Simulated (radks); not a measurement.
Isoelectronic series with 14 electrons, each ion in its NIST ground configuration. Method: Dirac Kohn-Sham, LDA (Slater exchange, Perdew-Wang correlation), spin-unpolarised, spherical densities, finite nucleus; open shells fill j = l - 1/2 first; Fermi nuclear charge, rms radius of each element as measured or else 0.836 A^(1/3) + 0.57 fm; computed with a radial shooting solver on a logarithmic mesh with Libxc functionals. Total energies (hartree) and orbital eigenvalues (hartree) (* marks an orbital that is empty in some or all of the ions):

\begin{tabular}{lrrrrrrr}
ion & configuration & E (hartree) & 3p3/2* & 3p1/2 & 3s1/2 & 2p3/2 & 2p1/2 \\ \hline
Si & [Ne] 3s2 3p2 & -288.82337 & -0.15211 & -0.15331 & -0.39919 & -3.50406 & -3.52781 \\
P+ & [Ne] 3s2 3p2 & -340.43151 & -0.52404 & -0.52653 & -0.85623 & -4.95374 & -4.98743 \\
S2+ & [Ne] 3s2 3p2 & -396.58059 & -1.02930 & -1.03365 & -1.44678 & -6.68053 & -6.72700 \\
Cl3+ & [Ne] 3s2 3p2 & -457.26485 & -1.65815 & -1.66507 & -2.16122 & -8.67232 & -8.73494 \\
Ar4+ & [Ne] 3s2 3p2 & -522.48575 & -2.40619 & -2.41652 & -2.99542 & -10.92366 & -11.00634 \\
K5+ & [Ne] 3s2 3p2 & -592.24851 & -3.27098 & -3.28572 & -3.94724 & -13.43154 & -13.53880 \\
Ca6+ & [Ne] 3s2 3p2 & -666.56064 & -4.25106 & -4.27137 & -5.01547 & -16.19417 & -16.33116 \\
Sc7+ & [Ne] 3s2 3p2 & -745.43141 & -5.34547 & -5.37269 & -6.19941 & -19.21037 & -19.38293 \\
Ti8+ & [Ne] 3s2 3p2 & -828.87147 & -6.55357 & -6.58923 & -7.49868 & -22.47937 & -22.69408 \\
V9+ & [Ne] 3s2 3p2 & -916.89265 & -7.87493 & -7.92078 & -8.91309 & -26.00065 & -26.26486 \\
Cr10+ & [Ne] 3s2 3p2 & -1009.50769 & -9.30924 & -9.36724 & -10.44261 & -29.77385 & -30.09574 \\
\end{tabular}
